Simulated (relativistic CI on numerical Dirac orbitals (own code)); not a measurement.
## Line list: Electric-dipole lines, Mo XXIV

These numbers are calculated, not measured: Dirac-Coulomb-Breit CI, separate exchange-only KLI orbitals for each configuration, model QED, unscaled Slater integrals (own radial code, finite nucleus).

Configuration list (outside the closed core [Ne]): 3s2.3p6.3d, 3s2.3p5.3d2, 3s.3p6.3d2, 3s2.3p6.4s, 3s2.3p6.4p, 3s2.3p6.4d, 3s2.3p6.4f, 3s2.3p5.3d.4s, 3s2.3p5.3d.4p, 3s2.3p5.3d.4d, 3s.3p6.3d.4s, 3s2.3p6.5s, 3p6.3d2.4p, 3s.3p6.3d.4p, 3s2.3p5.3d.4f, 3s2.3p6.5p, 3s2.3p6.5d, 3s.3p6.3d.4d, 3s2.3p6.5f, 3s2.3p6.5g, 3s.3p6.3d.4f, 3p6.3d3, 3p5.3d4, 3p6.3d2.4s, 3p5.3d3.4s, 3p6.3d2.4d, 3p5.3d3.4d. Double excitations out of closed p, d and f shells are left out; levels of such configurations are missing from the list, as are those of other unlisted configurations, and high levels can miss mixing partners. These lack a partner that the ground configuration has and come out too high: 3s2.3p5.3d.4p, 3s2.3p5.3d.4f.

```tsv
λ vac (Å)	Lower	Upper	A (s⁻¹)	log gf	S velocity/length
18.675	3s2.3p6.3d 2D_3/2 [1]	3s2.3p5.3d.4d 2P°_1/2 [391]	2.63e+12	-0.56	1.01
18.722	3s2.3p6.3d 2D_3/2 [1]	3s2.3p5.3d.4d 4G°_5/2 [386]	1.48e+12	-0.33	0.93
18.805	3s2.3p6.3d 2D_5/2 [2]	3s2.3p5.3d.4d 2D°_5/2 [390]	1.36e+12	-0.36	0.93
18.919	3s2.3p6.3d 2D_5/2 [2]	3s2.3p5.3d.4d 2F°_7/2 [381]	1.85e+12	-0.10	0.94
18.939	3s2.3p6.3d 2D_3/2 [1]	3s2.3p5.3d.4d 2P°_3/2 [360]	1.54e+12	-0.48	0.93
19.047	3s2.3p6.3d 2D_5/2 [2]	3s2.3p5.3d.4d 2D°_5/2 [363]	2.50e+12	-0.09	0.93
19.072	3s2.3p6.3d 2D_5/2 [2]	3s2.3p5.3d.4d 2P°_3/2 [360]	3.24e+12	-0.15	0.96
19.080	3s2.3p6.3d 2D_3/2 [1]	3s2.3p5.3d.4d 2P°_3/2 [339]	1.82e+12	-0.40	0.91
19.082	3s2.3p6.3d 2D_3/2 [1]	3s2.3p5.3d.4d 2D°_5/2 [338]	1.66e+12	-0.27	0.94
19.100	3s2.3p6.3d 2D_3/2 [1]	3s2.3p5.3d.4d 2P°_1/2 [333]	5.49e+12	-0.22	0.94
19.114	3s2.3p6.3d 2D_3/2 [1]	3s2.3p5.3d.4d 4P°_5/2 [331]	7.37e+11	-0.62	0.93
19.116	3s2.3p6.3d 2D_5/2 [2]	3s2.3p5.3d.4d 2F°_7/2 [355]	1.83e+12	-0.10	0.96
19.156	3s2.3p6.3d 2D_5/2 [2]	3s2.3p5.3d.4d 2F°_7/2 [348]	3.18e+12	0.15	0.95
19.174	3s2.3p6.3d 2D_5/2 [2]	3s2.3p5.3d.4d 2P°_3/2 [346]	2.99e+12	-0.18	0.96
19.176	3s2.3p6.3d 2D_3/2 [1]	3s2.3p5.3d.4d 2F°_5/2 [322]	2.64e+12	-0.06	0.95
19.178	3s2.3p6.3d 2D_3/2 [1]	3s2.3p5.3d.4d 2D°_3/2 [320]	3.29e+12	-0.14	0.91
19.274	3s2.3p6.3d 2D_5/2 [2]	3s2.3p5.3d.4d 2D°_5/2 [326]	3.17e+12	0.03	0.90
21.639	3s2.3p6.3d 2D_3/2 [1]	3s2.3p6.4f 2F°_5/2 [103]	7.74e+12	0.51	0.98
21.798	3s2.3p6.3d 2D_5/2 [2]	3s2.3p6.4f 2F°_7/2 [104]	8.25e+12	0.67	0.98
22.083	3s2.3p6.3d 2D_5/2 [2]	3s2.3p5.3d.4s 2D°_5/2 [100]	8.57e+11	-0.42	0.97
22.144	3s2.3p6.3d 2D_5/2 [2]	3s2.3p5.3d.4s 4D°_7/2 [99]	4.92e+11	-0.54	0.97
22.153	3s2.3p6.3d 2D_3/2 [1]	3s2.3p5.3d.4s 2D°_5/2 [97]	5.87e+11	-0.59	0.96
22.298	3s2.3p6.3d 2D_3/2 [1]	3s2.3p5.3d.4s 2F°_5/2 [94]	1.07e+12	-0.32	0.96
22.387	3s2.3p6.3d 2D_5/2 [2]	3s2.3p5.3d.4s 2F°_7/2 [96]	1.19e+12	-0.15	0.95
68.699	3s2.3p6.3d 2D_3/2 [1]	3s2.3p5.3d2 2D°_3/2 [45]	1.02e+12	0.46	0.64
69.805	3s2.3p6.3d 2D_3/2 [1]	3s2.3p5.3d2 2P°_1/2 [44]	5.66e+11	-0.08	0.75
69.908	3s2.3p6.3d 2D_5/2 [2]	3s2.3p5.3d2 2P°_3/2 [47]	8.12e+11	0.38	0.72
69.969	3s2.3p6.3d 2D_5/2 [2]	3s2.3p5.3d2 2D°_5/2 [46]	9.50e+11	0.62	0.63
70.800	3p6.3d3 4F_9/2 [70]	3p5.3d4 4D°_7/2 [397]	6.64e+11	0.60	0.67
70.912	3s2.3p6.4p 2P°_1/2 [65]	3s2.3p5.3d.4p 2D_3/2 [294]	7.54e+11	0.36	0.65
71.153	3s2.3p6.4p 2P°_3/2 [66]	3s2.3p5.3d.4p 2D_5/2 [336]	7.73e+11	0.55	0.65
71.400	3s2.3p6.4s 2S_1/2 [64]	3s2.3p5.3d.4s 2P°_3/2 [165]	8.26e+11	0.40	0.65
71.709	3s2.3p6.4p 2P°_3/2 [66]	3s2.3p5.3d.4p 2P_3/2 [327]	7.88e+11	0.39	0.64
72.803	3s2.3p6.3d 2D_3/2 [1]	3s2.3p5.3d2 2P°_1/2 [42]	1.98e+11	-0.50	0.69
73.874	3s2.3p6.3d 2D_5/2 [2]	3s2.3p5.3d2 2F°_7/2 [43]	4.31e+11	0.45	0.63
76.459	3p6.3d3 2H_9/2 [74]	3p5.3d4 2G°_9/2 [379]	4.61e+11	0.61	0.74
76.721	3s2.3p6.3d 2D_3/2 [1]	3s2.3p5.3d2 2F°_5/2 [41]	2.09e+11	0.04	0.62
78.623	3s2.3p6.3d 2D_3/2 [1]	3s2.3p5.3d2 2F°_5/2 [38]	1.99e+11	0.04	0.62
101.56	3s2.3p5.3d2 2H°_11/2 [19]	3s.3p6.3d2 2G_9/2 [58]	1.10e+11	0.23	0.90
103.47	3s2.3p5.3d2 4D°_5/2 [5]	3s.3p6.3d2 4F_5/2 [49]	3.66e+10	-0.45	0.58
104.62	3s2.3p5.3d2 4G°_11/2 [10]	3s.3p6.3d2 4F_9/2 [51]	1.00e+11	0.22	0.93
105.72	3s2.3p5.3d2 4G°_9/2 [9]	3s.3p6.3d2 4F_7/2 [50]	9.61e+10	0.11	0.90
105.99	3s2.3p5.3d2 4D°_7/2 [6]	3s.3p6.3d2 4F_5/2 [49]	4.37e+10	-0.36	0.83
107.63	3s2.3p5.3d2 4G°_7/2 [8]	3s.3p6.3d2 4F_5/2 [49]	4.53e+10	-0.33	0.91
110.65	3s2.3p5.3d2 4F°_9/2 [17]	3s.3p6.3d2 4F_9/2 [51]	4.83e+10	-0.05	0.74
```

Terms are leading LS components. Brackets give the number of a level in order of energy, since labels repeat. The list gives strong lines, with weight on those to low levels, among the lowest 400 of 1963 levels, so that lines to higher ones, which can be the strongest, are missing. Levels whose partners in the same complex of configurations lie outside the list can be far off, and so can their lines. Rates are taken at the computed energies, electric ones in the length gauge. A velocity-to-length ratio far from 1 marks an uncertain rate.

At this charge energies of transitions that change n are usually good to better than 1 %, and those within a shell (Δn = 0) to a few per cent.

LS names give the leading component of a level, which can be under half, so a name can repeat, a term be missing and a line seem to break the LS rules.
